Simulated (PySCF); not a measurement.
**PySCF run on BI3**

The script input.py:

```python
from pyscf import gto, scf

mol = gto.M(
    atom='B 0 0 0; I 2.0955 0 0; I -1.0478 1.8148 0; I -1.0477 -1.8148 0',
    basis='def2-svp',
    ecp={'I': 'def2-svp'},
    charge=0,
    spin=0,
    symmetry=True,
    verbose=4,
)
mf = scf.RHF(mol)
mf.kernel()
mf.dip_moment()
print('orbital energies (hartree):', mf.mo_energy[..., max(0, mol.nelec[1]-3):mol.nelec[0]+3].round(4))
```

```bash
$ OMP_NUM_THREADS=1 python input.py
```

Output (some set-up lines removed):

```
PySCF version 2.14.0

[INPUT] Symbol           X                Y                Z      unit          X                Y                Z       unit  Magmom
[INPUT]  1 B      0.000000000000   0.000000000000   0.000000000000 AA    0.000000000000   0.000000000000   0.000000000000 Bohr   0.0
[INPUT]  2 I      2.095500000000   0.000000000000   0.000000000000 AA    3.959921094026   0.000000000000   0.000000000000 Bohr   0.0
[INPUT]  3 I     -1.047800000000   1.814800000000   0.000000000000 AA   -1.980055033319   3.429474970861   0.000000000000 Bohr   0.0
[INPUT]  4 I     -1.047700000000  -1.814800000000   0.000000000000 AA   -1.979866060707  -3.429474970861   0.000000000000 Bohr   0.0

nuclear repulsion = 368.06647019335
point group symmetry = Cs
symmetry origin: [-1.65179523e-16 -7.31122480e-17  0.00000000e+00]
symmetry axis x: [0.91066837 0.41313814 0.        ]
symmetry axis y: [-0.41313814  0.91066837  0.        ]
symmetry axis z: [0. 0. 1.]
num. orbitals of irrep A' = 64
num. orbitals of irrep A" = 28
number of shells = 36
number of NR pGTOs = 207
number of NR cGTOs = 92
basis = def2-svp
ecp = {'I': 'def2-svp'}

******** <class 'pyscf.scf.hf_symm.SymAdaptedRHF'> ********
method = SymAdaptedRHF
initial guess = minao
damping factor = 0
level_shift factor = 0
DIIS = <class 'pyscf.scf.diis.CDIIS'>
SCF conv_tol = 1e-09
SCF max_cycles = 50
Freeze 0 electrons in irreps []
    80 free electrons in irreps A' A"
Initial guess from minao.
init E= -817.949060256633
HOMO (A') = -1.69010413729274  LUMO (A') = -1.29728322117557  gap/eV = 10.68920
cycle= 1 E= -912.442748177488  delta_E= -94.5  |g|= 3.53  |ddm|= 13.3
HOMO (A') = -0.137475433485537  LUMO (A") = 0.0924585268866664  gap/eV = 6.25682
cycle= 2 E= -914.474843351777  delta_E= -2.03  |g|= 1.25  |ddm|= 7.99
HOMO (A') = -0.333984673272491  LUMO (A") = 0.073860860296687  gap/eV = 11.09804
cycle= 3 E= -914.676404219704  delta_E= -0.202  |g|= 0.184  |ddm|= 1.45
HOMO (A') = -0.362091261522095  LUMO (A") = 0.00822713733540148  gap/eV = 10.07688
cycle= 4 E= -914.684675681153  delta_E= -0.00827  |g|= 0.101  |ddm|= 0.327
HOMO (A') = -0.358550998959099  LUMO (A") = 0.0309465721449138  gap/eV = 10.59877
cycle= 5 E= -914.688116893782  delta_E= -0.00344  |g|= 0.00866  |ddm|= 0.137
HOMO (A') = -0.35966435119784  LUMO (A") = 0.0306409405453811  gap/eV = 10.62075
cycle= 6 E= -914.688186788847  delta_E= -6.99e-05  |g|= 0.00165  |ddm|= 0.0362
HOMO (A') = -0.359538513031345  LUMO (A") = 0.0310001057717848  gap/eV = 10.62710
cycle= 7 E= -914.688190299461  delta_E= -3.51e-06  |g|= 0.000393  |ddm|= 0.00805
HOMO (A') = -0.359545322917591  LUMO (A") = 0.0310323645752941  gap/eV = 10.62816
cycle= 8 E= -914.688190506179  delta_E= -2.07e-07  |g|= 0.000105  |ddm|= 0.00156
HOMO (A') = -0.359545619953503  LUMO (A") = 0.0310460637334344  gap/eV = 10.62854
cycle= 9 E= -914.688190521258  delta_E= -1.51e-08  |g|= 1.69e-05  |ddm|= 0.000423
HOMO (A') = -0.359544030003349  LUMO (A") = 0.0310460457063595  gap/eV = 10.62850
cycle= 10 E= -914.688190521545  delta_E= -2.87e-10  |g|= 3.74e-06  |ddm|= 7.2e-05
HOMO (A') = -0.359544079563994  LUMO (A") = 0.0310459478635616  gap/eV = 10.62850
Extra cycle  E= -914.688190521555  delta_E= -9.78e-12  |g|= 1.5e-06  |ddm|= 1.5e-05
converged SCF energy = -914.688190521555
Dipole moment(X, Y, Z, Debye):  0.00015, -0.00018,  0.00000
orbital energies (hartree): [-0.3826 -0.3826 -0.3595  0.031   0.1056  0.1671]
```

In short: E(SCF) = -914.688191 Eh, 10 cycles, μ(SCF) = 0.00 D.

Hardware: Arm Neoverse N1, 1 thread, shared host. Wall time 4 s.
